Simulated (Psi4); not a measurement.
A dimer, H4OSi ··· H4OSi (SMILES O[SiH3] and O[SiH3]); the first 6 atoms form monomer A.

```
12

Si    -0.3976     0.0410    -0.0077
O      1.2107     0.3680    -0.2002
H     -0.7448    -0.1760     1.4189
H     -1.1140     1.2236    -0.5238
H     -0.8050    -1.1668    -0.7679
H      1.8507    -0.2898     0.0807
Si     2.5340    -3.1321     0.9151
O      3.0646    -1.6163     0.5256
H      3.1447    -3.6180     2.1775
H      1.0715    -3.0179     1.0771
H      2.8479    -4.1129    -0.1536
H      4.0034    -1.4814     0.3780
```

Task: What interaction energy does SAPT0/jun-cc-pVDZ, frozen core run with Psi4 give, and which attractive term is the largest?

Result: Total -5.58 kcal/mol: electrostatics -9.51, exchange 9.44, induction -3.07, dispersion -2.44. The most attractive term is electrostatics.
